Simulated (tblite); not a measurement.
Compound: C₅H₁₀O₂S.
Numbering: `[CH3:1][S:2](=[O:3])(=[O:4])[CH:5]1[CH2:6][CH2:7][CH2:8]1` (hydrogens: H9, H10, H11 on C1; H12 on C5; H13, H14 on C6; H15, H16 on C7; H17, H18 on C8)

Structure used (GFN2-xTB), in Å, numbered top down from 1:
```xyz
18
C5H10O2S angstrom
C      2.4543    0.3871   -0.5772
S      1.1117   -0.8068   -0.2732
O      1.6271   -1.8547    0.5654
O      0.5508   -1.1864   -1.5405
C     -0.1195    0.1441    0.6747
C     -1.3450   -0.7378    0.9082
C     -2.0642    0.0057   -0.2291
C     -0.9331    1.0473   -0.2457
H      2.9071    0.6309    0.3746
H      3.1756   -0.0868   -1.2308
H      2.0324    1.2625   -1.0527
H      0.3997    0.5654    1.5304
H     -1.8031   -0.5986    1.8858
H     -1.1589   -1.7972    0.7450
H     -3.0560    0.3849    0.0063
H     -2.1010   -0.5747   -1.1467
H     -0.4825    1.2221   -1.2204
H     -1.2041    1.9994    0.2076
```

Method: GFN2-xTB as coded in tblite; computed harmonic values from a numerical Hessian at the method's own geometry, unscaled. The method is semi-empirical: single wavenumbers can be off by several per cent or more. One conformer, not necessarily the lowest.

Harmonic wavenumbers (cm⁻¹): 53.5, 82.9, 108.2, 151.5, 204.6, 257.4, 284.5, 351.0, 443.4, 462.1, 623.5, 704.3, 733.4, 803.8, 833.5, 841.4, 850.7, 985.5, 1003.6, 1010.1, 1034.9, 1074.3, 1104.6, 1115.5, 1163.6, 1175.8, 1207.3, 1214.7, 1242.8, 1255.2, 1260.2, 1263.1, 1268.8, 1423.1, 1436.9, 1450.1, 1455.6, 1475.2, 2995.8, 3003.5, 3007.5, 3015.3, 3020.8, 3022.3, 3044.6, 3067.8, 3084.2, 3090.6.

A = 3133, B = 1427, C = 1310 MHz; mass 134.040 u (most abundant isotopes); point group C1, symmetry number 1.

Q: What is the zero-point energy?

A: Half the sum of the wavenumbers: 31882 cm⁻¹ = 381.39 kJ/mol.

Q: Entropy at 350 K, 1 bar (ideal gas, RRHO, classical rotation)?

A: Translation 173.28, rotation 120.81, vibration 124.86: S = 418.9 J/(mol K).

Q: And Cp and H(350 K) − H(0)?

A: Cp = 166.77 J/(mol K), of which vibrations give 133.51 (their classical limit is 48 R = 399.1); H(350 K) − H(0) = 34.63 kJ/mol without the zero-point energy, 22.99 from vibrations.

Q: Blend soft modes into free rotors: weight 1/[1 + (100 cm⁻¹/ν̃)⁴] for the oscillator and the rest for a rotor with moment μB/(μ + B), μ = h/(8π²ν), B = 10⁻⁴⁴ kg m². What vibrational entropy results?

A: 115.52 J/(mol K) in place of 124.86, which changes −T·S at 350 K by +3.27 kJ/mol.

Q: How do the functions run with temperature in this model?

A: 
```
T (K)  S (J/(mol K))  Cp (J/(mol K))  H − H(0) (kJ/mol)  G − H(0) (kJ/mol)  ln q(vib)
  100          283.2            73.3               5.20             -23.12       1.45
  200          344.3           106.9              14.21             -54.66       3.74
  300          394.9           146.1              26.81             -91.66       5.99
  500          488.1           221.8              63.95            -180.09      10.52
  800          609.5           293.6             142.29            -345.31      17.24
 1000          678.5           324.2             204.24            -474.25      21.47
```

q(vib) and H(0) count from the zero-point level.

Q: Which modes carry the vibrational entropy at 350 K?

A: 53.5 cm⁻¹: 20.92; 82.9 cm⁻¹: 17.31; 108.2 cm⁻¹: 15.12; 151.5 cm⁻¹: 12.38; 204.6 cm⁻¹: 9.99; 257.4 cm⁻¹: 8.22 J/(mol K); the other 42 give 40.91 together.

Hindered rotation and anharmonicity are outside this model. Other conformers, if any are populated, would add a mixing term that is left out. The structure is chiral; the term R ln 2 for an equal mix with its mirror image is left out.
